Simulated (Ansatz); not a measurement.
Ideal-gas functions of `O[Si](F)(F)[SiH3]` at 298.15 K and 1 bar, from an Ansatz frequency run at PBE0-D4/def2-TZVP.

Molar mass 114.2 g/mol, point group Cs (symmetry number 1), electronic degeneracy 1, moments of inertia 129.632, 243.815, 247.212 u Å². Harmonic wavenumbers (cm⁻¹, unscaled): 81, 133, 145, 188, 294, 315, 333, 486, 523, 525, 760, 838, 908, 920, 933, 942, 981, 2232, 2245, 2246, 3907.

Use S(trans) = R[1.5 ln M + 2.5 ln T − 1.1517]; rotational temperatures θ = 24.2544 K / I; S(rot) = R[ln(√π/σ · √(T³/θAθBθC)) + 1.5]; for each mode x = 1.438777 ν̃/T, S = R[x/(eˣ − 1) − ln(1 − e⁻ˣ)] and H = RT x/(eˣ − 1); 1 cm⁻¹ = 0.0119627 kJ/mol; R = 8.31446 J/(mol·K).

Task: By hand: the entropy, in J/(mol·K).

Result: Translation 167.9. Rotation: θ = 0.1871, 0.0995, 0.0981 K, giving 114.5. Vibration, mode by mode: 16.18, 12.14, 11.45, 9.40, 6.07, 5.59, 5.21, 2.90, 2.52, 2.50, 1.01, 0.75, 0.57, 0.54, 0.51, 0.49, 0.42, 0.00, 0.00, 0.00, 0.00, in all 78.3. Electronic 0.0. Sum 360.7 J/(mol·K).

Task: By hand: H − E and G − E in kJ/mol, counted from the electronic energy.

Result: Zero-point energy ½ × 19935 × 0.0119627 = 119.2; thermal vibration 12.9; translation, rotation and pV give 4 RT = 9.9. H − E = 142.0 kJ/mol, and G − E = 142.0 − 298.15 × 360.7/1000 = 34.5 kJ/mol.

Vibration gives 22 % of the entropy, 39.8 J/(mol·K) of it from the modes under 150 cm⁻¹: soft modes count most, and the harmonic formula is weakest for them. The sum counts one conformer and one mirror image; others add a mixing term.
